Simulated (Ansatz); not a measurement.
Mulliken charges of CH6AlNSi, SMILES `C[N]1[AlH][SiH2]1` from ωB97M-V/def2-TZVPP in Ansatz (PBE0-D4/def2-TZVP geometry).

```csv
atom,x (Å),y (Å),z (Å),charge (e)
C1,-0.156,1.409,-0.203,-0.243
N2,0.122,-0.005,-0.228,-0.303
Al3,0.804,-1.413,-1.065,0.236
Si4,-0.241,-1.253,0.971,0.142
H5,0.197,1.896,-1.116,0.101
H6,0.334,1.899,0.646,0.117
H7,-1.231,1.605,-0.117,0.117
H8,1.539,-1.673,-2.439,-0.067
H9,-1.696,-1.456,1.251,-0.050
H10,0.412,-1.060,2.302,-0.050
```

Task: By hand: the dipole of these point charges (1 e Å = 4.8032 D).

Result: Σ q r = (0.032, -0.013, -0.060) e Å, of length 0.069 e Å = 0.33 D.

Task: How does the dipole of the full density compare? (Estimate.)

Result: The calculation gave: (0.095, 0.080, -0.220) e Å, 1.21 D; the point charges give 0.27 times that, at 30° from its direction.

Point charges leave out the atoms' own dipoles, such as those of lone pairs, and Mulliken's split depends on the basis, so the two needn't agree.
